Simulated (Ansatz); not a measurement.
`[SiH3]SC1=CN1` → 2 C• + 5 H• + N• + S• + Si•  (atomization)

Computed with Ansatz on PBE0-D4/def2-TZVP structures; ΔE is electronic, products minus reactants. CBS: MP2 limit from def2 TZ/QZ plus the TZ coupled-cluster correction, frozen cores. This one scheme is used for every species, atoms too. Open shells (•) are unrestricted, without spin–orbit coupling. Spin–orbit coupling would lower the free atoms: a little for C, S, Si. One conformer a species, not always the lowest.

```json
{"level": "MP2/def2-TZVPP", "ΔE (kJ/mol)": "3391.7"}
{"level": "CCSD/def2-TZVPP", "ΔE (kJ/mol)": "3239.3"}
```

Q: What does CCSD(T)/CBS give? (Best estimate.)

A: Ansatz gave: +3435.0 kJ/mol. The listed levels differ from it by -43.3, -195.7 kJ/mol.

Largest T1 diagnostic among the species: 0.013.

From PBE to PBE0 (25 % exact exchange), in def2-TZVPP and without D4, ΔE moves by −92.0 kJ/mol: exact exchange takes away binding that semilocal exchange gives to molecules. The D4 term adds +40.9 kJ/mol with B3LYP and +21.4 kJ/mol with PBE0; it sums over pairs of atoms, weighted by their polarisabilities, and B3LYP, whose exchange is more repulsive, gets the larger term. In def2-TZVPP, CCSD(T) changes the Hartree–Fock value by +1033.7 kJ/mol (the triples alone add +78.4 kJ/mol) and MP2 by +1107.7 kJ/mol; breaking electron pairs costs correlation energy, which Hartree–Fock lacks.

B3LYP here is the variant with VWN-RPA as its local correlation; programs differ in this.

For atomizations the MP2-based limit and the directly extrapolated one differ by several kJ/mol either way, and by 10 to 25 for some Ge, Se and Sn compounds, so smaller differences from it don't rank the levels.
